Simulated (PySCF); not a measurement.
## Computed properties of Al(Cl)2(OEt) (C2H5AlCl2O), SMILES CC[O][Al]([Cl])[Cl]

Al(Cl)2(OEt) (C2H5AlCl2O), SMILES CC[O][Al]([Cl])[Cl]. Geometry optimised at PBE0-D3(BJ)/def2-SVP. The values are those of a single conformer. All values are computed for the isolated molecule unless a solvent is named; none is compared with measurement here.

**Structure.** All 27 harmonic modes at PBE0-D3(BJ)/def2-SVP (PySCF) are real, so it is a minimum. With heavy atoms numbered as in [Al:1]([Cl:2])([Cl:3])[O:4][CH2:5][CH3:6], the shortest bond between them is O4–C5 at 1.400 Å and the longest Al1–Cl2 at 2.089 Å.

**Vibrations.** The strongest infrared lines (harmonic, unscaled, degenerate partners summed) lie at 1248 cm⁻¹ (380 km/mol, O 50 %, C 37 %, H 9 %), 634 cm⁻¹ (189 km/mol, Al 69 %, Cl 31 %), 760 cm⁻¹ (69 km/mol, Al 47 %, C 23 %, H 14 %, O 13 %). The softest mode is at 29 cm⁻¹ and the zero-point energy is 46.6 kcal/mol.

**Electronic structure.** PBE0/def2-TZVP (PySCF) places the frontier levels at -8.49 and -0.86 eV, a gap of 7.63 eV, and gives a dipole moment of 1.90 D and a mean polarisability of 72.7 bohr³. PBE/def2-TZVP (PySCF) at the same geometry gives -6.97 and -1.73 eV, so its gap is 2.39 eV narrower. An orbital gap is neither the optical nor the fundamental gap.

**Excitations.** TDA-ωB97X/def2-SVPD (PySCF) has S1 at 6.94 eV (179 nm, f = 0.006, weak); the most intense of the 10 singlets computed lies at 8.33 eV (f = 0.16). T1 (TDA) is at 6.70 eV, 0.24 eV under S1. TDA-PBE/def2-SVPD (PySCF) puts S1 at 5.24 eV. No vertical singlet excitation falls in the visible range (under 3.1 eV).

**NMR.** GIAO shifts at KT2/pcSseg-1 (PySCF) (non-relativistic, atoms alike by connectivity averaged): ¹³C from 25.9 to 67.3 ppm against TMS; ¹H from 1.5 to 4.4 ppm against TMS. Without spin–orbit terms, shifts of atoms bonded to Cl or Br come out too high.
